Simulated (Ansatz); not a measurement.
C2H7O2, charge +1, singlet, at a GFN2-xTB geometry, with bond 10-4 at 1.4 times its length; CASSCF(6,4)/STO-3G (Ansatz, a first-principles code).

The Ansatz input:
Ansatz 0.2 input:
```yaml
crystal:
  periodic: [false, false, false]
  atoms:
    - {symbol: O, position_ang: [0.94520509, -0.38455705, -0.86236817]}
    - {symbol: C, position_ang: [0.65628936, 0.80398941, -0.12841284]}
    - {symbol: C, position_ang: [-0.77359460, 0.57270939, 0.38693015]}
    - {symbol: O, position_ang: [-0.82604897, -0.86117640, 0.64184718]}
    - {symbol: H, position_ang: [1.89034868, -0.47085659, -1.03173312]}
    - {symbol: H, position_ang: [1.35514169, 0.92235156, 0.70454768]}
    - {symbol: H, position_ang: [0.70280896, 1.68551196, -0.77055701]}
    - {symbol: H, position_ang: [-0.96952651, 1.10543195, 1.31720470]}
    - {symbol: H, position_ang: [-1.50959157, 0.85203939, -0.36798880]}
    - {symbol: H, position_ang: [0.27587423, -1.24496459, -0.28710949]}
    - {symbol: H, position_ang: [-1.67963775, -1.25349252, 0.38328401]}
basis:
  gaussian:
    orbitals: STO-3G
hamiltonian:
  xc: hf
total_charge: 1
magnetization: {spin_polarized: false}
correlation: {active_space: {window: {electrons: 6, orbitals: 4}}}
```

Question: Write the output that Ansatz gives for this input, abridged.

Answer: 
```
Functional definition: HF
390 factors; integrals over basis functions are off by at most 3.2e-5 eV
mean field evaluation 1: about -6157.2550 eV, gradient 2.3e1 eV
mean field evaluation 2: about -6157.5191 eV, gradient 2.3e1 eV
mean field evaluation 4: about -6159.2748 eV, gradient 1.3e0 eV
mean field evaluation 8: about -6159.2820 eV, gradient 2.8e-2 eV
mean field -6159.28198287 eV, -226.3494379592 hartree, gradient 1.2e-6 eV, S^2 0.000000; 0 other end points of the search recorded, 0 dependent functions left out
reference -6159.28198287 eV, -226.3494379592 hartree; 17, 17 occupied and 10, 10 virtual orbitals, 390 factors
state -6159.80060195 eV, -226.3684968587 hartree
Total energy: -6159.80060195 eV, -226.3684968587 hartree
```
